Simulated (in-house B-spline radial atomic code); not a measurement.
A fraction x of an electron is removed from 5p in Ho VI (Ho5+), starting from [Kr] 4d10 4f9 5s2 5p5 and keeping the highest spin. Computed with a radial B-spline atomic code at the basis-set limit: scalar-relativistic (X2C) LDA exchange-only, spin-polarised, spherical fractional occupations, Fermi nucleus of rms radius 5.2022 fm.

```csv
x,E(x) - E(0) (eV),5p down level (eV)
0,0.0000,-82.616
0.04,3.3165,-83.208
0.15,12.5590,-84.838
0.36,30.7025,-87.960
0.44,37.7870,-89.152
0.5,43.1630,-90.048
0.62,54.0763,-91.841
0.66,57.7619,-92.440
0.76,67.0808,-93.937
0.99,89.0831,-97.388
1,90.0577,-97.538
```

The exact functional would give a straight line between the two integer points. Deviations E(x) - E(0) - x[E(1) - E(0)], in eV: -0.286 at x = 0.04, -0.95 at x = 0.15, -1.718 at x = 0.36, -1.838 at x = 0.44, -1.866 at x = 0.5, -1.759 at x = 0.62, -1.676 at x = 0.66, -1.363 at x = 0.76, -0.074 at x = 0.99.

The curve lies below the straight line by up to 1.866 eV (at x = 0.5): convex, the delocalisation error that favours fractional charges.

(1) How well does Slater's transition state (minus the level at half occupation) give the ionisation energy?

Answers

(1) It gives 90.048 eV against 90.058 eV from the two total energies; NIST lists 95.00 eV, ground level to ground level.
